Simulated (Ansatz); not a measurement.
Frontier orbitals of `C=C[Si@@H](Cl)C[Si@@H](Cl)C=C`.

The species carries charge 0 and has multiplicity 1. The geometry is a stationary point of PBE0-D4/def2-TZVP. It is one conformer, not always the lowest. Basis def2-TZVPP, the Gaussian-basis code of Ansatz.

```
functional  HOMO (eV)  LUMO (eV)
      PBE0      -8.23      -0.93
```

Problem. Give HOMO and LUMO (eV) with LDA (SPW92), PBE, revPBE, BLYP, r2SCAN, B97M-V, B3LYP, r2SCANh, r2SCAN0, HSE06 (plane-wave form), BHLYP, CAM-B3LYP, LC-ωPBE, ωB97X-V, ωB97M-V, HF. (Estimate.)

Solution. Ansatz gave: 
```
             functional    HOMO   LUMO
            LDA (SPW92)   -7.19  -2.17
                    PBE   -7.04  -1.91
                 revPBE   -6.98  -1.81
                   BLYP   -6.87  -1.74
                 r2SCAN   -7.31  -1.71
                 B97M-V   -7.33  -1.67
                  B3LYP   -7.98  -1.12
                r2SCANh   -7.75  -1.35
                r2SCAN0   -8.40  -0.82
HSE06 (plane-wave form)   -7.83  -1.31
                  BHLYP   -9.19   0.18
              CAM-B3LYP   -9.55   0.23
                LC-ωPBE  -10.98   1.37
                ωB97X-V  -10.58   1.29
                ωB97M-V  -10.47   1.15
                     HF  -10.64   2.83
```

B3LYP here is the variant with VWN-RPA as its local correlation; programs differ in this. LC-ωPBE has ω = 0.4 bohr⁻¹. Positive LUMOs are unbound and depend on the basis.
